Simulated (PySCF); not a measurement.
## Static response to an electric field

Species: Zn(OH)2 (singlet state).
Geometry (PBE0-D3(BJ)/def2-SVP, Å), atoms numbered from 1 in this order:
```
atom  x, y, z in Å
Zn1   -0.197   -0.124    0.011
O2    -0.489    0.254    1.714
H3     0.162    0.837    2.116
O4    -0.124   -0.637   -1.679
H5     0.648   -0.329   -2.163
```

Level: B3LYP/def2-SVPD (PySCF), static field, nuclei fixed, core orbitals frozen in the response. The polarisability tensor in these axes (au):

```
x   27.18 -0.33 -1.53
y   -0.33 27.93  3.71
z   -1.53  3.71 40.98
```

**Question.** What are the eigenvalues, a third of the trace, and Δα (Δα² = ½Σ(αi − αj)² over the three pairs)?

**Answer.** Principal values 26.90, 27.06 and 42.12 au; mean 32.03 au = 4.75 Å³ = 5.28 × 10⁻⁴⁰ C²·m²/J; Δα = 15.14 au (47 % of the mean).

**Question.** What is the dipole moment, and where does it point?

**Answer.** (2.24, 1.40, -0.13) D, 2.65 D in size, pointing from the negative to the positive side. Measured along this direction, the outermost atoms are O2 and O4 at the negative end and H5 and H3 at the positive end.

**Question.** Refractivity n − 1 of an ideal gas of it at 400 K and 1 atm, from the electronic α?

**Answer.** N = p/kT = 1.8347 × 10¹⁹ cm⁻³, so n − 1 = 2π × N × 4.75 × 10⁻²⁴ cm³ = 547 × 10⁻⁶ at long wavelengths.

**Question.** Estimate the molar refractivity from the static electronic polarisability.

**Answer.** Lorentz–Lorenz: R = (4π/3)N_A α = 2.5225 cm³/(mol·Å³) × 4.75 Å³ = 12.0 cm³/mol, in the limit of long wavelengths.

**Question.** Form Σ f/ω² (atomic units) for the 15 lowest TDDFT singlets, given as eV and f, and set it beside the mean polarisability, which is this sum over all singlets: 5.09, 0.0000; 5.83, 0.0607; 6.30, 0.0977; 6.74, 0.0002; 6.82, 0.0507; 7.37, 0.0243; 7.41, 0.0568; 7.43, 0.0368; 7.80, 0.0666; 7.83, 0.0000; 7.96, 0.0001; 8.00, 0.0000; 8.23, 0.0261; 8.47, 0.0761; 8.57, 0.0923.

**Answer.** They add up to 8.36 au, 26.1 % of the 32.03 au; the largest single term is 1.82 au, from the state at 6.30 eV. Terms in order: 0.00, 1.32, 1.82, 0.00, 0.81, 0.33, 0.77, 0.49, 0.81, 0.00, 0.00, 0.00, 0.29, 0.79, 0.93 au. Higher excitations give the rest. The strengths listed sum to 0.588.

Geometry: PBE0-D3(BJ)/def2-SVP; no solvent, vibrations or thermal averaging.

The run behind these numbers computed excited states as well. Hardware: one thread of an Arm Neoverse V2 (shared host). Cost: 6.2 s of wall time.
